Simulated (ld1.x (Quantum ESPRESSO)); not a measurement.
**What the settings do to the TM potential of rubidium**

Base potential:

rubidium (Rb), norm-conserving Troullier–Martins (Kleinman–Bylander form), made with ld1.x (Quantum ESPRESSO) 7.5 (PW91, scalar-relativistic). Core [Ar] 3d10 4s2, reference 4p6 5s1 5p0. Waves: 5s (bound): rc 3.90 bohr; 4d channel at -0.05 Ry: rc 3.40 bohr; 4p (bound): rc 2.35 bohr. Local part: the p channel. Core correction: a·sin(br)/r model core, default radius (core density twice the valence density).

All-electron outer shells of the reference configuration (PW91, scalar-relativistic, ld1.x):

```
shell  level (eV)  outermost node (bohr)  outermost maximum (bohr)
   4s      -31.97                   0.62                      1.25
   4p      -16.02                   0.64                      1.42
   5s       -2.24                   1.79                      4.38
   5p       -0.77                   2.20                      6.14
```

Cutoffs, loose and tight: the cutoffs (Ry, on a coarse ladder) from which the occupation-weighted sum of valence levels, in a spherical-Bessel basis at the reference potential, stays within 10 and 1 mRy of its value at 400 Ry. They do not see the model core or the augmentation charge, which bear on the density cutoff. Test errors are all-electron minus pseudo excitation energies from the reference, over the configurations 4p6 5s0 5p0; 4p6 5s0.5 5p0; 4p6 5s0 5p1; 4p5 5s1 5p0. A dash means not determined; rows that change the core or the reference have their own tests. The largest error is taken over the tests solved by every variant that gives reliable tests at all: 4p6 5s0 5p0; 4p6 5s0 5p1; 4p6 5s0.5 5p0.

A true bound ghost makes a file unfit for plane-wave use even where its test errors are small: the radial tests pick states by their node count and pass the ghost by. Where a test does run into it, the solver fails or the error is huge.

The default core radius of the base comes out at 1.01 bohr.

```csv
change,outcome,"cutoff, loose","cutoff, tight",bound ghosts,largest test error (meV)
base,generated,15 Ry,25 Ry,s,+9.1
core correction a·sin(br)/r model core inside 1.02 bohr,generated,15 Ry,25 Ry,s,+9.1
core correction a·sin(br)/r model core inside 1.34 bohr,generated,15 Ry,25 Ry,s,+9.1
core correction a·sin(br)/r model core inside 1.70 bohr,generated,15 Ry,25 Ry,s,+9.2
core correction a·sin(br)/r model core inside 1.86 bohr,generated,15 Ry,25 Ry,s,+9.2
core correction a·sin(br)/r model core inside 2.16 bohr,generated,15 Ry,25 Ry,s,+9.3
core correction a·sin(br)/r model core inside 2.52 bohr,generated,15 Ry,25 Ry,s,+9.4
core correction a·sin(br)/r model core inside 2.80 bohr,generated,15 Ry,25 Ry,s,+9.9
```
